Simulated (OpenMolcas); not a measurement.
# Au3+ in a ligand field

Au3+ with 6 ligands (fluoride) in octahedral coordination (Oh) at 2.16 Å. A charge of +0.5 e stands 2.8 Å behind each ligand. Ligand basis ANO-RCC-VDZP.

```yaml
Program: OpenMolcas
Method: CASSCF
Basis: ANO-RCC-VTZP [8s7p5d3f1g]
Scalar_Hamiltonian: DKH2, point nucleus
Active_space: 8 electrons in 5 orbitals (5d)
State_averaging: 2S+1 = 3 even, 10 roots; 2S+1 = 1 even, 15 roots
Spin-orbit_coupling: state interaction with AMFI integrals over the reference wave functions
```

The lowest spin-free states (labels of O, the rotations of Oh), above the lowest:

| State | Degeneracy | E (cm-1) |
| --- | --- | --- |
| 3A2 | 1 | 0.0 |
| 1E | 2 | 11949 |
| 3T2 | 3 | 15910 |
| 1A1 | 1 | 21288 |
| 3T1 | 3 | 23319 |
| 1T2 | 3 | 27528 |
| 1T1 | 3 | 31280 |
| 3T1 | 3 | 36507 |
| 1E | 2 | 46444 |
| 1T2 | 3 | 46467 |
| 1A1 | 1 | 65820 |

The lowest levels with spin-orbit coupling:

```
E (cm-1)  Degeneracy  Label      2S+1
     0.0           3     T2         3
    9372           2      E  1 (60 %)
   14636           3     T1         3
   15310           2      E  3 (79 %)
   16865           1     A1  3 (59 %)
   18716           3     T2  3 (84 %)
   21873           1     A2         3
   26617           3     T1         3
   27304           3     T2  3 (76 %)
   29074           1     A1  1 (54 %)
   29795           3     T2  3 (63 %)
   31475           2      E  3 (73 %)
   35498           3     T1  1 (84 %)
   38498           1     A1  3 (83 %)
   41108           3     T1         3
   42110           2      E         3
   43679           3     T2  3 (57 %)
   52669           2      E  1 (85 %)
   53005           3     T2  1 (78 %)
   73339           1     A1  1 (88 %)
```

Powder χT (cm3 K/mol): 1.7 at 2 K, 1.7 at 10 K, 1.71 at 50 K, 1.71 at 100 K, 1.72 at 200 K, 1.73 at 300 K. The effective moment at 300 K is 2.828 √(χT) = 3.72 μB.

The lowest level has 2S+1 = 3, for which the spin-only value is χT = S(S+1) / 2 = 1.000 cm3 K/mol (g = 2). The computed 1.730 at 300 K differs by +0.730, through orbital momentum, spin-orbit coupling and any other state in reach.

Metal share of the active 5d orbitals (Löwdin): 80, 80, 94, 94, 94 %; Mulliken charge of the metal 1.93.

A least-squares ligand-field fit to the states below 45000 cm-1, each weighted by its degeneracy and with a free common offset, gives 10Dq = 15886 cm-1, B = 816 cm-1 and C = 2814 cm-1 (C/B = 3.45), with an rms deviation of 62 cm-1.

The same method and metal basis give the free ion B = 937 cm-1 (fit to its terms below 60000 cm-1, rms deviation 6 cm-1), so the nephelauxetic ratio is β = 816 / 937 = 0.87; it hangs on how both fits weigh the states, and computed free-ion B values tend to be too large, so β mixes covalency with correlation.

Without dynamic correlation the repulsion within the d shell is too large (B by tens of per cent), so at a given field states of lower spin stand too high. Real 4d8 and 5d8 ions are as a rule square planar and diamagnetic. The least metal-like active orbital is 80 % on the metal (Löwdin) and no ligand orbital is active, so the numbers are rough. With metal d orbitals alone the field can be off either way by tens of per cent. Ligand-to-metal charge-transfer states are missing. With no ligand orbital active B as a rule stays too high, so bands that hang on it stand too high and its fall with covalency is understated. No measured value stands beside these numbers; the geometry is a model, was not optimised and need not be the one that this ion takes.

The RASSCF and RASSI steps took 33 s on 1 thread of Arm Neoverse V2 (shared host); the integral step is not counted.
